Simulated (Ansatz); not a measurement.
Harmonic frequencies (cm⁻¹) at PBE0-D4/def2-TZVP from Ansatz: 86, 119, 207, 276, 314, 384, 403, 520, 614, 706, 763, 845, 912, 966, 1584, 1776, 1793, 2130, 2196, 3593, 3689.

Each molecule was computed in one conformer, which needn't be the lowest.

Problem. Which molecule is it?
A. `OB(F)CF`
B. `CC(Cl)B(F)F`
C. `N[SiH2][InH2]`
D. `N#C[SiH2]N[SiH3]`

Solution. C.
